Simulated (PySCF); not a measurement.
C₆ coefficients of unlike pairs at UHF

Calculated with PySCF 2.14 from the dipole response of each species, C₆(A,B) = (3/π) ∫ α_A(iu) α_B(iu) du, in atomic units, from isotropic polarisabilities. For ions this is the dispersion term alone; charge-induced terms of lower order in 1/R come first.

```tsv
species	configuration	basis	relativity	α (bohr³)	C₆ (like pair)
Ti³⁺	[Ar] 3d1 (2D)	x2c-QZVPPall with one added diffuse shell each of s, p, d, f, g type (12s8p6d4f3g)	spin-free X2C	2.183	5.594
Zr	[Kr] 4d2 5s2 (3F)	x2c-TZVPPall with one added diffuse shell each of s, p, d, f type (9s7p7d3f1g)	spin-free X2C	180.8	2455
I²⁺	[Kr] 4d10 5s2 5p3 (4S)	aug-cc-pVQZ-DK3 (9s8p6d3f2g)	spin-free X2C	14.01	96.04
```

Q: Estimate C₆ for I²⁺ with Ti³⁺.

A: The integral gives 21.41. The combination rule 2 C_A C_B / (C_A α_B/α_A + C_B α_A/α_B) gives 21.13 and the geometric mean 23.18.

No spin-orbit coupling is included.

The other pairs:

```tsv
pair	C₆
Zr, Ti³⁺	68.98
I²⁺, Zr	378.9
```
